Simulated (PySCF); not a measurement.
C4H4ClF, SMILES C(/C=C\F)(Cl)=C.

Coordinates come from a B3LYP-D3(BJ)/def2-SVP optimisation. The structure was generated by enumeration; whether it is a known compound was not checked. One conformer was computed; it need not be the lowest.

Two levels are set side by side: PBE/def2-TZVP (PySCF) and CAM-B3LYP/def2-TZVP (PySCF). Same geometry, gas phase. Differences are taken from unrounded values.

```
quantity                     CAM-B3LYP
---------------------------  ---------
orbital gap (eV)                  7.99
highest occupied level (eV)      -8.17
lowest empty level (eV)          -0.18
dipole moment (D)                 2.61
mean polarisability (bohr³)       63.9
```

What does PBE give, and how far is it from CAM-B3LYP? (An estimate is asked for; the answer gives what the named calculation found.)


| quantity | PBE | PBE minus CAM-B3LYP |
|---|---|---|
| orbital gap (eV) | 3.71 | -4.28 |
| highest occupied level (eV) | -5.85 | 2.31 |
| lowest empty level (eV) | -2.15 | -1.97 |
| dipole moment (D) | 2.33 | -0.28 |
| mean polarisability (bohr³) | 65.9 | 2.0 |

Without exact exchange PBE keeps part of each electron's self-repulsion, which lifts occupied levels and narrows the gap. Loosely held outer electrons make PBE densities more polarisable. Differences between two approximate levels are no errors against the true value.

Rough cost on one machine, each run with all the roots and properties that it gave: CAM-B3LYP against PBE within a factor of 2.
